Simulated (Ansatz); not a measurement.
C4H3F5, SMILES `C/C(F)=C(\F)C(F)(F)F` from Hartree–Fock to CCSD(T)

Z-matrix (Å, degrees):
```
C
C 1 1.476
H 1 1.093 2 109.7
H 1 1.088 2 111.0 3 120.9
H 1 1.093 2 109.7 3 -118.3
F 2 1.332 1 114.0 3 59.1
C 2 1.329 1 125.9 3 -120.9
F 7 1.339 2 119.3 1 0.0
C 7 1.498 2 129.5 1 180.0
F 9 1.339 7 110.4 2 -120.8
F 9 1.339 7 110.4 2 121.2
F 9 1.326 7 112.6 2 0.2
```

Charge 0, multiplicity 1. The structure was optimised at the PBE0-D4/def2-TZVP level. Frozen core, restricted reference, Ansatz 0.2.0. CBS rows extrapolate triple and quadruple zeta; past MP2 they add the triple-zeta difference.

| basis | HF (Eh) | MP2 corr. |
| --- | --- | --- |
| def2-SVP | -649.86743 | -1.43599 |
| def2-TZVPP | -650.66555 | -1.86827 |
| def2-QZVPP | -650.69340 | -2.03054 |

Problem. Estimate the CCSD correlation energy and the (T) correction in each basis where they were run (hartree).

Solution. 
| basis | CCSD corr. | (T) |
| --- | --- | --- |
| def2-SVP | -1.47556 | -0.03575 |
| def2-TZVPP | -1.89037 | -0.06699 |
| CBS(def2) | -2.17284 | as TZ |
